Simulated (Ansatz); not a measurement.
Relaxation of B$_{2}$FH$_{5}$Si (9 atoms, charge 0, multiplicity 1), to a largest force component of 0.02 eV/Å in at most 50 steps.

Method: UKS BHLYP/def2-mTZVP (Ansatz 0.2.0).

```xyz
9
Properties=species:S:1:pos:R:3
B -0.249 1.234 -1.121
B 0.602 0.077 -0.433
F 1.910 -0.187 -0.922
Si -0.057 -0.953 1.024
H 0.155 1.907 -2.039
H -1.391 1.518 -0.748
H 0.887 -1.953 1.474
H -1.308 -1.636 0.562
H -0.462 -0.053 2.187
```

Question: Where does it end, and by what steps?

Answer: It converged. The force dipped under the threshold on the way, but the program's further checks kept it going. After 29 steps the energy has fallen by 0.881 eV; H5 moved furthest, 1.32 Å.

```
step  energy less start (eV)  largest force component (eV/Å)  accepted
   0                  0.0000                           4.598       yes
   2                 -0.5275                           0.675       yes
   4                 -0.5868                           0.363       yes
   6                 -0.6695                           0.795       yes
   8                 -0.8231                           0.280       yes
  10                 -0.8504                           0.360        no
  12                 -0.8660                           0.282        no
  14                 -0.8722                           0.039       yes
  16                 -0.8727                           0.157        no
  18                 -0.8755                           0.111       yes
  20                 -0.8771                           0.117       yes
  22                 -0.8788                           0.057       yes
  24                 -0.8797                           0.089       yes
  26                 -0.8805                           0.025       yes
  28                 -0.8807                           0.021       yes
  29                 -0.8808                           0.012       yes
```

```xyz
9
Properties=species:S:1:pos:R:3
B -0.242 1.204 -1.320
B 0.696 0.420 -0.187
F 1.984 0.685 0.006
Si -0.119 -1.043 1.004
H -0.393 0.765 -2.411
H -0.884 2.160 -1.037
H 0.605 -2.316 0.809
H -1.545 -1.270 0.693
H -0.013 -0.653 2.425
```

Whether the end is a true minimum wasn't checked by a vibrational analysis.

Run time: 78 s on 2 threads of Arm Neoverse V2, on a shared host, peak memory 0.23 GiB.
